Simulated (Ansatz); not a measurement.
Reaction (redistribution): `BO[Si](C)(O)O` + `C[Si@H](O)O[Si@@H](O)F` → `C[SiH](O)O[Si](C)(O)O` + `BO[SiH](O)F`

Isolated molecules relaxed with PBE0-D4/def2-TZVP in Ansatz; ΔE leaves out vibrations. CCSD(T)/CBS is the MP2 limit (def2-TZVPP, def2-QZVPP) plus CCSD(T) − MP2 in def2-TZVPP, frozen cores. DFT in def2-TZVPP. B3LYP here is the variant with VWN-RPA as its local correlation; programs differ in this. Each species was taken in one conformer, which may not be the lowest.

| level | ΔE (kJ/mol) | difference from CCSD(T)/CBS |
| --- | --- | --- |
| PBE-D4 | 14.3 | 2.4 |
| r2SCAN-D4 | 13.5 | 1.6 |
| PBE0-D4 | 12.9 | 1.0 |
| B3LYP-D4 | 12.4 | 0.5 |
| ωB97M-V | 14.1 | 2.2 |
| B2PLYP | 11.6 | -0.3 |
| PBE | 13.4 | 1.5 |
| PBE0 | 12.4 | 0.5 |
| B3LYP | 10.7 | -1.2 |
| HF/def2-TZVPP | 5.6 | -6.3 |
| CCSD/def2-TZVPP | 11.0 | -0.9 |
| CCSD(T)/def2-TZVPP | 12.4 | 0.5 |
| HF/def2-QZVPP | 4.8 | -7.1 |
| SCS-MP2/def2-QZVPP | 10.5 | -1.4 |
| HF/CBS(def2) | 4.7 | -7.2 |
| MP2/CBS(def2) | 12.0 | 0.1 |
| CCSD(T)/CBS | 11.9 | 0 |

Largest T1 diagnostic among the species: 0.013.

In def2-TZVPP, CCSD(T) changes the Hartree–Fock value by +6.8 kJ/mol (the triples alone add +1.3 kJ/mol) and MP2 by +6.9 kJ/mol.
